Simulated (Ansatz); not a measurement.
Consider the cleavage of the Si–Al bond: `CS[SiH2][AlH][NH2]` + H₂S → `CS[SiH2]S` + `[NH2][AlH2]`.

Gas-phase electronic energies from Ansatz, PBE0-D4/def2-TZVP geometries. CCSD(T)/CBS is the MP2 limit (def2-TZVPP, def2-QZVPP) plus CCSD(T) − MP2 in def2-TZVPP, frozen cores. This one scheme is used for every species. Functionals use def2-TZVPP. Each species was taken in one conformer, which may not be the lowest.

```json
{"level": "BLYP", "ΔE (kJ/mol)": "-57.5"}
{"level": "r2SCAN0", "ΔE (kJ/mol)": "-62.8"}
{"level": "RPA@PBE/def2-TZVPP", "ΔE (kJ/mol)": "-54.8"}
{"level": "MP2/def2-SVP", "ΔE (kJ/mol)": "-63.2"}
{"level": "HF/def2-TZVPP", "ΔE (kJ/mol)": "-70.5"}
{"level": "SCS-MP2/def2-QZVPP", "ΔE (kJ/mol)": "-69.7"}
{"level": "HF/CBS(def2)", "ΔE (kJ/mol)": "-71.0"}
{"level": "MP2/CBS(def2)", "ΔE (kJ/mol)": "-72.6"}
```

Problem. What does CCSD(T)/CBS give? (Best estimate.)

Solution. Ansatz gave: -61.0 kJ/mol. The listed levels differ from it by 3.5, -1.8, 6.2, -2.2, -9.5, -8.7, -10.0, -11.6 kJ/mol.

Problem. What do rigid-rotor, harmonic-oscillator terms from PBE0-D4/def2-TZVP frequencies (298.15 K, 1 bar) make of the CCSD(T)/CBS value? (An estimate is asked.)

Solution. Ansatz gave: ΔZPE = +1.5 kJ/mol, ΔH = -63.0 kJ/mol, ΔS = -9 J/(mol·K), ΔG = -60.2 kJ/mol. Modes under 50 cm⁻¹ make the entropy rough.

Largest T1 diagnostic among the species: 0.012.

From PBE to PBE0 (25 % exact exchange), in def2-TZVPP and without D4, ΔE moves by −4.2 kJ/mol. Leaving LDA and LC-ωPBE aside and taking each functional with its dispersion term where it has one, the values, not all of them listed here, spread over 20.8 kJ/mol, from B97M-V to PBE-D4. At CCSD(T), def2-SVP lies +7.8 kJ/mol from the extrapolated value and def2-TZVPP +3.4 kJ/mol.
